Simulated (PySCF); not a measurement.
Atoms are numbered as in `[cH:1]1[cH:2][cH:3][c:4](-[c:5]2[cH:6][cH:7][o:8][cH:9]2)[cH:10][cH:11]1`. Hydrogens are named by the atom that carries them.

PySCF 2.14 calculation with shielding tensors at PBE0/pcSseg-1 (GIAO) and GFN2-xTB structure; one averaged value for each set of equivalent atoms, one conformer, relativity neglected, gas phase.

Referencing at the same level of theory: 13C (σref 186.93) vs TMS.

**Question.** Do the 13C shifts follow the atomic charges (in e)? Tabulate both.

**Answer.** 
```tsv
atoms	hybridisation	δ (ppm)	σ para (ppm)	Hirshfeld	IAO	Mulliken	ESP-fitted
C7	sp2	148.7	-217	+0.01	+0.01	+0.19	+0.03
C9	sp2	143.7	-212	+0.01	-0.00	+0.22	-0.03
C4	sp2	138.1	-206	-0.00	+0.00	-0.12	+0.09
C5	sp2	134.9	-199	-0.04	-0.06	-0.16	-0.01
C2/C11	sp2	134.5	-201	-0.05	-0.15	-0.07	-0.16
C1	sp2	132.3	-199	-0.05	-0.16	-0.07	-0.12
C3/C10	sp2	131.1	-195	-0.05	-0.15	-0.04	-0.16
C6	sp2	116.0	-178	-0.09	-0.23	-0.17	-0.35
```

Correlation coefficients of δ with charge over these carbons: Hirshfeld +0.94, IAO +0.89, Mulliken +0.76, ESP-fitted +0.85; with the paramagnetic shielding -1.00. With so few points these coefficients are fragile. Charge is one influence among several: hybridisation and low-lying excitations act through the paramagnetic term.

Shifts are as computed. Against solution values, carbons near 30 ppm lie about +3 ppm off and those near 130 ppm about +5 ppm. Of 1211 compounds with measured shifts, 218 miss one by over three times the rms of a fit or turn the order of signals round; such compounds aren't used in these exercises.
